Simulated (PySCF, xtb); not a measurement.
CCl3, SMILES Cl[C](Cl)Cl (connectivity only; charge and spin as stated), charge +1, multiplicity 1.

xtb 6.7.1 with GFN2-xTB at its own geometry gives an orbital gap of 2.68 eV.

Coordinates come from a TPSSh-D3(BJ)/def2-SVP optimisation. The spin state was assumed, not searched. The isomer is the one that the SMILES or the coordinates give; other isomers of the formula were not compared.

What does PySCF with B3LYP/def2-TZVPD give? (Estimate from the structure and the level; the computed values follow.)

gap 4.96 eV (levels -15.17 and -10.21 eV).
